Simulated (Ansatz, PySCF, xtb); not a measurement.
Reaction R1 → P1 + P2, each structure at its B3LYP-D3(BJ)/def2-TZVP stationary point, reached from a drawn start (curvature not checked).
R1: Cl3Tl (SMILES [Cl][Tl]([Cl])[Cl]), charge 0, multiplicity 1.
P1: ClTl (SMILES [Cl][Tl]), charge 0, multiplicity 1.
P2, Cl2 (SMILES ClCl) (charge 0, multiplicity 1, Z-matrix in Å and degrees):
```
Cl
Cl 1 2.0135
```

| level | reaction energy (kcal/mol) |
|---|---|
| GFN2-xTB | -2.28 |
| SVWN5/def2-TZVPP | 36.32 |
| PBE-D3(BJ)/def2-TZVPP | 29.68 |
| BLYP-D4/def2-TZVPP | 25.44 |
| revPBE-D3(BJ)/def2-TZVPP | 26.79 |
| revPBE-D4/def2-TZVPP | 26.57 |
| r2SCAN-D3(BJ)/def2-TZVPP | 35.12 |
| r2SCAN-D4/def2-TZVPP | 35.07 |
| B97M-V/def2-TZVPP | 37.09 |
| B3LYP/def2-TZVPP | 25.99 |
| B3LYP-D3(BJ)/def2-TZVPP | 28.33 |
| PBE0-D4/def2-TZVPP | 32.55 |
| M06-2X/def2-TZVPP | 28.78 |
| B2PLYP-D4/def2-TZVPP | 32.42 |
| MP2/def2-SVP | 44.40 |
| MP2/def2-QZVPP | 39.92 |
| SCS-MP2/def2-SVP | 40.62 |
| CCSD/def2-SVP | 38.59 |
| CCSD(T)/def2-TZVPP | 36.68 |
| CCSD(T)/def2-QZVPP | 36.12 |

P less R. No zero-point or thermal terms; no spin–orbit coupling.

Correlated levels freeze the cores. In cc and def2 sets filled d and f shells under p-block atoms count as core.

Programs: Ansatz (Gaussian orbitals); PySCF for M06-2X and the D3/D4 terms; xtb for the GFN methods. Each number belongs to the level named beside it. Elements past Kr take the def2 small-core potentials, without spin–orbit coupling.

Ansatz is a first-principles code.
